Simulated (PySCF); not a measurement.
**Sm⁵⁷⁺: ionisation energy**

Sm⁵⁷⁺ [He] 2s2 2p1 [2p1/2^1, M_J = 1/2] → Sm⁵⁸⁺ [He] 2s2, as a difference of total energies. Computed with PySCF 2.14 in an even-tempered Gaussian basis (17 s from 38 bohr⁻², ratio 2.4; 13 p from 50 bohr⁻², ratio 2.4; 5 d from 160 bohr⁻², ratio 2.6; 4 f from 240 bohr⁻², ratio 2.6), with the two-component X2C-1e Hamiltonian. Correlated levels: nothing frozen; the 32 highest virtual spinors dropped. "Screened" scales the spin-orbit matrix elements by Boettger's factors to mimic the two-electron term; Breit and QED terms are absent.

| method | ionisation energy (eV) |
| --- | --- |
| GHF (spin-free) | 12131.6 |
| GMP2 (spin-free) | 12131.1 |
| GHF (screened spin-orbit) | 12600.3 |
| GMP2 (screened spin-orbit) | 12598.2 |

**Question.** How much does correlation contribute at GMP2 (screened spin-orbit)?

**Answer.** 12598.2 − (12600.3) = -2.1 eV, measured against GHF (screened spin-orbit).

For this ion Breit and QED terms and the two-electron picture change, all absent here, outweigh the correlation shift from GHF to GMP2.

The spin-free rows lack the spin-orbit shift.

For comparison: 12588 ± 6 eV (theoretical estimate listed by NIST; NIST Atomic Spectra Database, ionization energies).
